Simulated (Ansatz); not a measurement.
Basis-set series for B$_{2}$H$_{6}$Si$_{2}$ (`[SiH3]B1B[SiH2]1`). Charge 0, multiplicity 1. Geometry: relaxed with PBE0-D4/def2-TZVP.

| atom | x (Å) | y (Å) | z (Å) |
| --- | --- | --- | --- |
| Si1 | 0.163 | -1.458 | -1.100 |
| B2 | 0.347 | 0.383 | -0.412 |
| B3 | 0.649 | 1.825 | -0.162 |
| Si4 | -0.494 | 0.707 | 1.281 |
| H5 | -0.519 | -1.450 | -2.423 |
| H6 | 1.503 | -2.083 | -1.271 |
| H7 | -0.630 | -2.320 | -0.181 |
| H8 | 0.801 | 2.943 | 0.182 |
| H9 | -1.198 | -0.437 | 1.914 |
| H10 | -0.622 | 1.890 | 2.172 |

| functional | basis | functions | energy (Eh) | HOMO (eV) | LUMO (eV) |
| --- | --- | --- | --- | --- | --- |
| PBE0-D4 | def2-SVP | 94 | -631.65514 | -7.08 | -2.02 |
| PBE0-D4 | def2-QZVPP | 434 | -631.93546 | -7.06 | -2.07 |
| ωB97M-V | def2-SVP | 94 | -631.87680 | -9.00 | -0.09 |
| ωB97M-V | def2-QZVPP | 434 | -632.16160 | -9.01 | -0.27 |

Give the rows for def2-TZVPP. (Best estimate.)

Ansatz gave: 
```csv
functional,basis,functions,energy (Eh),HOMO (eV),LUMO (eV)
PBE0-D4,def2-TZVPP,230,-631.91295,-7.05,-2.05
ωB97M-V,def2-TZVPP,230,-632.14078,-9.00,-0.21
```
